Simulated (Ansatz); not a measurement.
Ansatz results at the PBE0-D4/def2-TZVP geometry: HOMO–LUMO gap (PBE/def2-TZVPP) 5.94 eV; LUMO energy (B3LYP/def2-TZVPP) 0.39 eV; LUMO energy (PBE0/def2-TZVPP) 0.71 eV.

Each molecule was computed in one conformer, which needn't be the lowest.

Which molecule gave them?
A. `C[O][Ge]([CH3])([F])[SH]`
B. `[GeH3][SeH]`
C. `[F][GeH2][Br]`
D. `CC[O][Ge]([CH3])([O]CC)[O]CC`

D. The others give `[F][GeH2][Br]`: 5.75, -0.99, -0.67; `C[O][Ge]([CH3])([F])[SH]`: 5.53, -0.20, 0.11; `[GeH3][SeH]`: 4.61, -0.60, -0.33.

B3LYP here is the variant with VWN-RPA as its local correlation; programs differ in this.
